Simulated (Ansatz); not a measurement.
Complex (SMILES): [SiH4] (SiH4) with CC#N, atoms 1 to 5 the first; geometry from B3LYP-D3(BJ)/def2-TZVP, monomers rigid:
```xyz
11

Si    -0.2782    -0.3110     0.5434
H      0.3703     0.3249    -0.6277
H      0.4858    -0.0047     1.7685
H     -1.6621     0.2034     0.6592
H     -0.3267    -1.7748     0.3228
C     -3.3733    -2.6798     1.4880
C     -2.5202    -2.2119     2.5677
N     -1.8380    -1.8349     3.4125
H     -4.2233    -3.2313     1.8900
H     -3.7418    -1.8307     0.9118
H     -2.8079    -3.3342     0.8241
```

Interaction energy at PBE with Ansatz (a program for electronic structure), kcal/mol, without and with the counterpoise correction (monomers among the partner's ghost functions). Cartesian d functions, on some or all atoms, in 6-31+G*, 6-311G**; all else is spherical. The program fits the integrals of some runs and decomposes those of others, by size. No added dispersion term, no relativity. Reference, counterpoise-corrected: the value in aug-pcseg-3, -0.49.

| basis | functions | uncorrected | counterpoise | counterpoise correction | mean of both |
|---|---|---|---|---|---|
| 6-31G | 54 | -0.79 | 0.08 | 0.87 | -0.36 |
| def2-SV(P) | 74 | -1.00 | -0.34 | 0.66 | -0.67 |
| 6-31+G* | 94 | -0.38 | -0.22 | 0.16 | -0.30 |
| 6-311G** | 123 | -0.75 | -0.34 | 0.41 | -0.54 |
| aug-pcseg-1 | 159 | -0.82 | -0.44 | 0.37 | -0.63 |
| def2-TZVPD | 217 | -0.54 | -0.46 | 0.08 | -0.50 |
| 6-311++G(3df,3pd) | 290 | -0.54 | -0.46 | 0.08 | -0.50 |
| def2-QZVP | 451 | -0.50 | -0.48 | 0.01 | -0.49 |

The corrected value lies nearer the reference in 6 of 8 rows.
